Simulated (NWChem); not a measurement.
System: CH4BCl; SMILES CBCl

NWChem printed, in part:

```
             Northwest Computational Chemistry Package (NWChem) 7.3.0
             --------------------------------------------------------

 C1  symmetry detected

                             Geometry "geometry" -> ""
                             -------------------------

 Output coordinates in angstroms (scale by  1.889725989 to convert to a.u.)

  No.       Tag          Charge          X              Y              Z
 ---- ---------------- ---------- -------------- -------------- --------------
    1 B                    5.0000    -0.60033261     0.46011780    -0.00002873
    2 H                    1.0000    -1.80683667     0.50483423     0.00025310
    3 Cl                  17.0000     0.10198279    -1.14849001    -0.00001034
    4 C                    6.0000     0.28035246     1.74044467     0.00000289
    5 H                    1.0000     0.01114123     2.36022330     0.87399170
    6 H                    1.0000     0.01801529     2.35655775    -0.87862746
    7 H                    1.0000     1.36352092     1.55945797     0.00468471

 Effective nuclear repulsion energy (a.u.)      83.2191097207

  pbe96 is a nonlocal functional; adding pw91lda local functional.

                                 NWChem DFT Module
                                 -----------------

 Summary of "ao basis" -> "ao basis" (spherical)
 ------------------------------------------------------------------------------
       Tag                 Description            Shells   Functions and Types
 ---------------- ------------------------------  ------  ---------------------
 B                        aug-cc-pvdz                9       23   4s3p2d
 H                        aug-cc-pvdz                5        9   3s2p
 Cl                       aug-cc-pvdz               11       27   5s4p2d
 C                        aug-cc-pvdz                9       23   4s3p2d

            General Information
            -------------------
          SCF calculation type: DFT
          Wavefunction type:  closed shell.
          No. of atoms     :     7
          No. of electrons :    32
           Alpha electrons :    16
            Beta electrons :    16
          Charge           :     0
          Spin multiplicity:     1
          Use of symmetry is: off; symmetry adaption is: off
          Maximum number of iterations: 150
          AO basis - number of functions:   109
                     number of shells:    49
          Convergence on energy requested:  1.00D-06
          Convergence on density requested:  1.00D-05
          Convergence on gradient requested:  5.00D-04

              XC Information
              --------------
          PerdewBurkeErnzerhof Exchange Functional  1.000
            Perdew 1991 LDA Correlation Functional  1.000 local
           PerdewBurkeErnz. Correlation Functional  1.000 non-local

             Grid Information
             ----------------
          Grid used for XC integration:  medium
          Radial quadrature: Mura-Knowles
          Angular quadrature: Lebedev.
          Tag              B.-S. Rad. Rad. Pts. Rad. Cut. Ang. Pts.
          ---              ---------- --------- --------- ---------
          B                   0.85       49          13.0       434
          H                   0.35       45          14.0       434
          Cl                  1.00       88          14.0       590
          C                   0.70       49          13.0       434
          Grid pruning is: on
          Number of quadrature shells:   366
          Spatial weights used:  Erf1

      Superposition of Atomic Density Guess
      -------------------------------------

 Sum of atomic energies:        -523.67359947

      Non-variational initial energy
      ------------------------------

 Total energy =    -524.987973
 1-e energy   =    -884.475832
 2-e energy   =     276.268750
 HOMO         =      -0.360618
 LUMO         =      -0.003933

[...]

                                NWChem TDDFT Module
                                -------------------

            General Information
            -------------------
           No. of orbitals :     218
            Alpha orbitals :     109
             Beta orbitals :     109
        Alpha frozen cores :       0
         Beta frozen cores :       0
     Alpha frozen virtuals :       0
      Beta frozen virtuals :       0
         Spin multiplicity :       1
    Number of AO functions :     109
        Use of symmetry is : off
      Symmetry adaption is : off
         Schwarz screening :  0.10D-07

              XC Information
              --------------
   PerdewBurkeErnzerhof Exchange Functional   1.00
     Perdew 1991 LDA Correlation Functional   1.00 local
    PerdewBurkeErnz. Correlation Functional   1.00 non-local

             TDDFT Information
             -----------------
          Calculation type : TDDFT
         Wavefunction type : Restricted singlets
          No. of electrons :      32
           Alpha electrons :      16
            Beta electrons :      16
              No. of roots :       6
          Max subspacesize :    5200
            Max iterations :     100
               Target root :       1
           Target symmetry : none
      Symmetry restriction : off
                 Algorithm : Optimal
        Davidson threshold :  0.10D-03

    6 smallest eigenvalue differences (eV)
--------------------------------------------------------
  No. Spin  Occ  Vir  Irrep   E(Occ)    E(Vir)   E(Diff)
--------------------------------------------------------
    1    1   16   17 a        -0.260    -0.083     4.828
    2    1   15   17 a        -0.310    -0.083     6.176
    3    1   14   17 a        -0.323    -0.083     6.531
    4    1   16   18 a        -0.260    -0.016     6.638
    5    1   13   17 a        -0.340    -0.083     7.016
    6    1   16   19 a        -0.260     0.009     7.312
--------------------------------------------------------

  Entering Davidson iterations
  Restricted singlet excited states

  Iter   NTrls   NConv    DeltaV     DeltaE      Time
  ----  ------  ------  ---------  ---------  ---------
    1      6       0     0.27E+00   0.10+100       17.8
    2     12       0     0.13E+00   0.14E-01       15.6
    3     24       0     0.31E-01   0.85E-02       20.3
    4     36       0     0.11E-01   0.47E-03       13.5
    5     48       0     0.48E-02   0.79E-04       13.0
    6     60       1     0.23E-02   0.13E-04       14.2
    7     70       1     0.12E-02   0.27E-05       17.0
    8     80       2     0.59E-03   0.53E-06       18.5
    9     88       3     0.30E-03   0.11E-06       14.1
   10     94       4     0.13E-03   0.23E-07       10.9
   11     98       6     0.83E-04   0.39E-08       10.0
  ----  ------  ------  ---------  ---------  ---------
  Convergence criterion met

  Ground state a        -525.315492013543 a.u.

  ----------------------------------------------------------------------------
  Root   1 singlet a              0.181592013 a.u.                4.9414 eV
  ----------------------------------------------------------------------------
     Transition Moments    X -0.00012   Y -0.00022   Z  0.03455
     Dipole Oscillator Strength                    0.0001445465
     Electric Quadrupole                           0.0000000248
     Magnetic Dipole                               0.0000018157
     Total Oscillator Strength                     0.0001463870

     Occ.   16  a   ---  Virt.   17  a   -0.99950 X
  ----------------------------------------------------------------------------
  Root   2 singlet a              0.245164243 a.u.                6.6713 eV
  ----------------------------------------------------------------------------
     Transition Moments    X -0.22762   Y -0.24562   Z  0.00020
     Dipole Oscillator Strength                    0.0183285010
     Electric Quadrupole                           0.0000000264
     Magnetic Dipole                               0.0000000939
     Total Oscillator Strength                     0.0183286213

     Occ.   15  a   ---  Virt.   17  a   -0.19545 X
     Occ.   16  a   ---  Virt.   18  a   -0.97881 X
  ----------------------------------------------------------------------------
  Root   3 singlet a              0.245955193 a.u.                6.6928 eV
  ----------------------------------------------------------------------------
     Transition Moments    X  0.00036   Y -0.00063   Z -0.15414
     Dipole Oscillator Strength                    0.0038959998
     Electric Quadrupole                           0.0000001022
     Magnetic Dipole                               0.0000021542
     Total Oscillator Strength                     0.0038982562

     Occ.   13  a   ---  Virt.   17  a   -0.15920 X
     Occ.   14  a   ---  Virt.   17  a   -0.98440 X
  ----------------------------------------------------------------------------
  Root   4 singlet a              0.255822111 a.u.                6.9613 eV
  ----------------------------------------------------------------------------
     Transition Moments    X -0.13736   Y  0.97390   Z -0.00016
     Dipole Oscillator Strength                    0.1649801479
     Electric Quadrupole                           0.0000000123
     Magnetic Dipole                               0.0000000632
     Total Oscillator Strength                     0.1649802234

[...]
```

Level: PBE/aug-cc-pVDZ, full TDDFT. Structure relaxed at the PBE0/def2-SVP level.

Question: Which NWChem input produces such a log?

Answer: One answer among several that fit: the input that was run:
```
start job
memory heap 200 mb stack 900 mb global 1100 mb
geometry units angstroms noautoz
  B     -0.595909     0.437833     0.001715
  H     -1.802452     0.481474     0.002786
  Cl     0.107839    -1.170148     0.000349
  C      0.283635     1.718944     0.001938
  H      0.014425     2.337972     0.876459
  H      0.020193     2.335336    -0.876166
  H      1.366967     1.538920     0.005829
end
basis spherical
  B library aug-cc-pvdz
  H library aug-cc-pvdz
  Cl library aug-cc-pvdz
  C library aug-cc-pvdz
end
dft
  xc xpbe96 cpbe96
  iterations 150
end
tddft
  nroots 6
  notriplet
end
task tddft energy
```
